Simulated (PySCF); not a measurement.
F₂OTa (SMILES [O]=[Ta+]([F])[F]), charge +1, singlet, geometry from GFN2-xTB (such geometries of metal compounds can be far from the true shape) (the multiplicity is a formal guess) (core potentials on Ta); R2SCAN/def2-SVP run with PySCF.

Here is a job for PySCF.
```python
from pyscf import gto, scf, dft

mol = gto.Mole()
mol.atom = '''
    Ta    0.11123795    0.17488120    0.06889468
    O     1.32045398   -0.96533351   -0.49187575
    F    -0.96211147   -0.84678775    1.25488391
    F    -1.11388880    0.28638115   -1.37647346
'''
mol.basis = 'def2-svp'
mol.ecp = {'Ta': 'def2-svp'}
mol.charge = 1
mol.verbose = 4
mol.build()

mf = dft.RKS(mol)
mf.xc = 'r2scan'
mf.conv_tol = 1e-4
mf.kernel()
mf.analyze()
```

Output, abridged:

```
PySCF version 2.14.0

[INPUT] verbose = 4
[INPUT] num. atoms = 4
[INPUT] num. electrons = 38
[INPUT] charge = 1
[INPUT] spin (= nelec alpha-beta = 2S) = 0
[INPUT] symmetry False subgroup None
[INPUT] Mole.unit = angstrom
[INPUT] Symbol           X                Y                Z      unit          X                Y                Z       unit  Magmom
[...]
nuclear repulsion = 138.045365012949
number of shells = 30
number of NR pGTOs = 129
number of NR cGTOs = 74
basis = def2-svp
ecp = {'Ta': 'def2-svp'}

******** <class 'pyscf.dft.rks.RKS'> ********
method = RKS
initial guess = minao
damping factor = 0
level_shift factor = 0
DIIS = <class 'pyscf.scf.diis.CDIIS'>
diis_start_cycle = 1
diis_space = 8
diis_damp = 0
SCF conv_tol = 0.0001
SCF conv_tol_grad = None
SCF max_cycles = 50
direct_scf = True
direct_scf_tol = 1e-13
XC library pyscf.dft.libxc version 7.1.2
    S. Lehtola, C. Steigemann, M. J. T. Oliveira, and M. A. L. Marques,  SoftwareX 7, 1–5 (2018)
XC functionals = r2scan
    J. W. Furness, A. D. Kaplan, J. Ning, J. P. Perdew, and J. Sun,  J. Phys. Chem. Lett. 11, 8208–8215 (2020)
    J. W. Furness, A. D. Kaplan, J. Ning, J. P. Perdew, and J. Sun,  J. Phys. Chem. Lett. 11, 9248–9248 (2020)
    J. W. Furness, A. D. Kaplan, J. Ning, J. P. Perdew, and J. Sun,  J. Phys. Chem. Lett. 11, 8208–8215 (2020)
    J. W. Furness, A. D. Kaplan, J. Ning, J. P. Perdew, and J. Sun,  J. Phys. Chem. Lett. 11, 9248–9248 (2020)
radial grids:
    Treutler-Ahlrichs [JCP 102, 346 (1995); DOI:10.1063/1.469408] (M4) radial grids

becke partition: Becke, JCP 88, 2547 (1988); DOI:10.1063/1.454033
pruning grids: <function nwchem_prune>
grids dens level: 3
symmetrized grids: False
atomic radii adjust function: <function treutler_atomic_radii_adjust>
small_rho_cutoff = 0
Set gradient conv threshold to 0.01
Initial guess from minao.
tot grids = 66616
init E= -318.916941963337
[...]
cycle= 1 E= -331.32699523726  delta_E= -12.4  |g|= 0.835  |ddm|= 7.98
[...]
cycle= 2 E= -328.332481989196  delta_E= 2.99  |g|= 3.69  |ddm|= 2.88
[...]
cycle= 3 E= -331.376338358429  delta_E= -3.04  |g|= 0.594  |ddm|= 2.76
[...]
cycle= 4 E= -331.415704748441  delta_E= -0.0394  |g|= 0.448  |ddm|= 0.721
[...]
cycle= 5 E= -331.449982128894  delta_E= -0.0343  |g|= 0.169  |ddm|= 0.374
[...]
cycle= 6 E= -331.455427277497  delta_E= -0.00545  |g|= 0.0552  |ddm|= 0.118
[...]
cycle= 7 E= -331.456030239932  delta_E= -0.000603  |g|= 0.0182  |ddm|= 0.0283
[...]
cycle= 8 E= -331.456099106772  delta_E= -6.89e-05  |g|= 0.000447  |ddm|= 0.012
[...]
Extra cycle  E= -331.456099005436  delta_E= 1.01e-07  |g|= 0.000846  |ddm|= 0.000985
converged SCF energy = -331.456099005436
**** SCF Summaries ****
Total Energy =                        -331.456099005436499
Nuclear Repulsion Energy =             138.045365012948679
One-electron Energy =                 -742.725787391771519
Two-electron Energy =                  273.224323373386312
Two-electron Coulomb Energy =          308.987776895730065
DFT Exchange-Correlation Energy =      -35.763453522343745
HOMO-LUMO gap [eV] =                     4.135281312579437
**** MO energy ****
[...]
WARN: System has nonzero charge 1; the dipole moment is origin-dependent.
Location of origin: [0. 0. 0.]

Dipole moment(X, Y, Z, Debye):  1.80317,  5.13144,  2.10547
```
